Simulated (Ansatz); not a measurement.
The same path of a periodic cell of 19 atoms, Al18Cl (surface Al(110), adsorbate Cl) was run twice with different band settings. Lost on the way: Al15–Cl19, Al18–Cl19. Made: Al14–Cl19, Al17–Cl19.

All numbers below come from DFT PBEsol, scalar-relativistic, plane waves, PAW (Ansatz 0.2.0). Settings: cutoff 420 eV, k mesh 2x4x1, gaussian smearing 0.05 eV, no spin polarisation.

Relaxed end points:

```xyz
19
Lattice="12.1500 0.0000 0.0000 0.0000 5.7276 0.0000 0.0000 0.0000 15.8638" Properties=species:S:1:pos:R:3
Al 0.000 0.000 1.000
Al 4.050 0.000 1.000
Al 8.100 0.000 1.000
Al 0.000 2.864 1.000
Al 4.050 2.864 1.000
Al 8.100 2.864 1.000
Al 2.027 1.429 2.429
Al 6.082 1.428 2.437
Al 10.122 1.429 2.424
Al 2.028 4.294 2.452
Al 6.115 4.297 2.436
Al 10.085 4.297 2.419
Al -0.026 -0.018 3.845
Al 4.074 -0.015 3.853
Al 8.109 0.094 3.877
Al -0.028 2.874 3.844
Al 4.076 2.871 3.851
Al 8.107 2.761 3.885
Cl 8.100 4.288 5.718
```

```xyz
19
Lattice="12.1500 0.0000 0.0000 0.0000 5.7276 0.0000 0.0000 0.0000 15.8638" Properties=species:S:1:pos:R:3
Al 0.000 0.000 1.000
Al 4.050 0.000 1.000
Al 8.100 0.000 1.000
Al 0.000 2.864 1.000
Al 4.050 2.864 1.000
Al 8.100 2.864 1.000
Al 2.025 1.432 2.418
Al 6.072 1.432 2.428
Al 10.125 1.433 2.439
Al 2.058 4.296 2.412
Al 6.041 4.296 2.418
Al 10.125 4.296 2.459
Al 0.032 -0.014 3.849
Al 4.045 0.104 3.866
Al 8.071 -0.014 3.850
Al 0.032 2.880 3.849
Al 4.044 2.771 3.864
Al 8.071 2.879 3.851
Cl 4.044 4.306 5.704
```

Common settings: climbing image yes; spring 5.0 eV/Å²; force threshold 0.05 eV/Å; end points relaxed; atoms held 1 to 6.

| run | movable images | optimiser | start path | iteration limit | largest step |
| --- | --- | --- | --- | --- | --- |
| 1 | 7 | quadratic models (default) | IDPP | 39 | default |
| 2 | 3 | fire | default | 50 | 0.5 Å |

Task: What does each run give, and how far can it be trusted?

Result: Run 1: converged after 18 iterations, highest image 0.238 eV above the first end. Beside the main top the profile has a ripple of under 15 meV (maxima at images 4, 7), which may be a very shallow well or noise. By the program's own check the climbing image is a first-order saddle point (lowest curvatures found: -0.24 and 0.35 eV/Å²).
Run 2: converged after 26 iterations, highest image 0.740 eV above the first end. The order of the point at the top wasn't checked. Another band between the same ends, with other settings, climbed to 0.238 eV only, so this may not be the lowest route.
Limits of this set-up: coarse k mesh, thin slab, slab without dipole correction, odd electron count without spin, a typed lattice constant that wasn't relaxed here.
